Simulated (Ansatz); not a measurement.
```yaml
crystal:
  periodic: [false, false, false]
  atoms:
    - {symbol: N, position_ang: [0.228705, 0.264328, 0.667582]}
    - {symbol: C, position_ang: [-0.151496, -0.225339, 0.143401]}
    - {symbol: O, position_ang: [-0.684608, 0.265307, -0.911484]}
    - {symbol: B, position_ang: [0.025061, -0.258418, -0.779919]}
    - {symbol: F, position_ang: [0.608653, -0.639048, -1.419830]}
    - {symbol: H, position_ang: [0.814854, 0.571239, 0.531247]}
    - {symbol: H, position_ang: [-0.104904, 0.501162, 1.369721]}
    - {symbol: H, position_ang: [-0.662654, -0.532264, 0.358585]}
basis:
  gaussian: {orbitals: def2-SVP}
hamiltonian: {xc: {name: HSE06}, dispersion: d4}
```

```sh
$ ansatz run in.yaml --threads 2 --pin off --events-out ev --progress --plain --max-ram 4352MiB
```

Shortened log:

```
Functional definition: HSE06
949 factors; their error is unknown
68 factors; integrals over basis functions are off by at most 2.0e-7 eV
mean field evaluation 1: about -7892.3251 eV, gradient 1.2e2 eV
mean field evaluation 2: about -7858.1749 eV, gradient 1.7e2 eV
mean field evaluation 4: about -7917.6101 eV, gradient 1.3e1 eV
mean field evaluation 8: about -7917.8806 eV, gradient 2.4e-1 eV
mean field -7917.88066254 eV, -290.9767474163 hartree, gradient 7.0e-5 eV, S^2 0.000000; 0 other end points of the search recorded, 0 dependent functions left out
reference -7917.88069181 eV, -290.9767484916 hartree; 19, 19 occupied and 66, 66 virtual orbitals, 949 factors
Total energy: -7917.98013292 eV, -290.9804028850 hartree
```

In this input the geometry is squeezed to about two thirds of its size. The run converged. The result belongs to that input, not to the molecule as meant.
